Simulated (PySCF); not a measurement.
Input for PySCF: R-MP2/6-31G* on CH5NOSe (SMILES CO[Se]N), a point of a torsion scan.

```python
from pyscf import gto, scf, dft, mp
from pyscf.data.elements import chemcore

mol = gto.M(
    atom='''
    C    -1.60293499    0.08982008    0.30312922
    O    -0.75340930    0.21201486   -0.81263715
    Se   -0.73838000    1.76230683   -1.79970241
    N     0.65942795    2.67603068   -1.10085763
    H    -2.20190959    0.98740383    0.47586887
    H    -0.99464960   -0.10389937    1.19108140
    H    -2.27731259   -0.75464756    0.14010319
    H     0.52904646    2.98106115   -0.14269606
    H     1.54691925    2.19677336   -1.19875820
    ''',
    basis='6-31g*',
    cart=True,
    charge=0, spin=0, verbose=3, max_memory=1800)
mf = scf.RHF(mol)
mf.conv_tol = 1e-8
mf.max_cycle = 100
mf.kernel()
if not mf.converged:
    mf = mf.newton().run(mf.mo_coeff, mf.mo_occ)
pt = mp.MP2(mf, frozen=chemcore(mol)).run()
```

It printed:

```
converged SCF energy = -2569.56776844778
E(RMP2) = -2570.31420389892  E_corr = -0.746435451144541
E(SCS-RMP2) = -2570.28294522161  E_corr = -0.715176773839601
```

The calculation finished and met its thresholds.

Cost: about 4 core-seconds (a rough figure).
